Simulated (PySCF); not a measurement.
Computed IR spectrum (relative IR intensity) of a molecule C₄H₅ClSi. Geometry: PBE-D3(BJ)/def2-SVP. Other conformers were not sampled. Method: PBE-D3(BJ)/def2-SVP (PySCF). Frequencies are harmonic and unscaled.

Lines under 2 % of the strongest are left out, and lines within 2 cm⁻¹ are merged.

ν (cm⁻¹): 401 (vw), 525 (m), 589 (w), 600 (w), 634 (w), 654 (w), 717 (w), 721 (w), 829 (vs), 912 (m), 948 (w), 1581 (w), 2174 (m), 2179 (m), 3404 (m) (against the strongest line: vs over 80 %, s over 45 %, m over 15 %, w over 4 %, vw less)

**Question.** Which molecule gave these data?
(A) C#C/C=C\[SiH2]Cl
(B) C#C/C(Cl)=C\[SiH3]
(C) C#C/C([SiH3])=C\Cl
(D) [SiH3]C#C/C=C\Cl

**Answer.** A, C#C/C=C\[SiH2]Cl
